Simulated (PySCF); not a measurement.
These are ωB97X-D3(BJ)/def2-TZVP // PBE0-D3(BJ)/def2-TZVP run with PySCF values and carry that method's errors. Isolated molecules, 0 K electronic values unless said otherwise. Excitations are Tamm–Dancoff values on a coarser integration grid. The basis has no diffuse functions, so Rydberg states are missing or too high.

Reference species (SMILES): `FC1=CC=C[SiH2]1` (neutral, multiplicity 1).

S1 oscillator strength: 0.080
S1–T1 gap (TDA): 1.91 eV
HOMO: -9.00 eV
HOMO–LUMO gap: 9.53 eV

Changed species: `FC1=C[SiH2]C=C1`.

Task: Give the shifts of the S1 oscillator strength, S1–T1 gap (TDA), HOMO and HOMO–LUMO gap.

Result: the S1 oscillator strength is nearly the same; the S1–T1 gap (TDA) goes up by 0.04 eV, to 1.95 eV; the HOMO falls by 0.31 eV, to -9.31 eV; the HOMO–LUMO gap rises by 0.28 eV, to 9.81 eV.
